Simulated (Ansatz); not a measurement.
Program: Ansatz. Geometries: PBE0-D4/def2-TZVP. ΔE: electronic, gas phase. CCSD(T)/CBS is the MP2 limit (def2-TZVPP, def2-QZVPP) plus CCSD(T) − MP2 in def2-TZVPP, frozen cores. DFT in def2-TZVPP. Each species was taken in one conformer, which may not be the lowest.

Consider the isomerisation: `FC1(F)C=CC1(F)F` → `F/C=C(/F)C=C(F)F`.

```json
{"level": "LDA (SPW92)", "ΔE (kJ/mol)": "21.0"}
{"level": "BLYP-D4", "ΔE (kJ/mol)": "-8.7"}
{"level": "r2SCAN-D4", "ΔE (kJ/mol)": "15.3"}
{"level": "HF/def2-QZVPP", "ΔE (kJ/mol)": "32.9"}
```

What does CCSD(T)/CBS give? (An estimate is asked.)

The calculation gave: +37.9 kJ/mol. The listed levels differ from it by -16.9, -46.6, -22.6, -5.0 kJ/mol.

Largest T1 diagnostic among the species: 0.013.

At CCSD(T), def2-SVP lies −12.3 kJ/mol from the extrapolated value and def2-TZVPP −4.5 kJ/mol. From r2SCAN to r2SCAN0 (25 % exact exchange), in def2-TZVPP and without D4, ΔE moves by +13.5 kJ/mol. The D4 term adds +3.1 kJ/mol with B3LYP and +1.4 kJ/mol with PBE0; it sums over pairs of atoms, weighted by their polarisabilities, and B3LYP, whose exchange is more repulsive, gets the larger term.

CCSD(T)/CBS has its own doubt, a few kJ/mol and more with outer-core shells, so smaller differences from it don't rank the levels.

B3LYP here is the variant with VWN-RPA as its local correlation; programs differ in this.
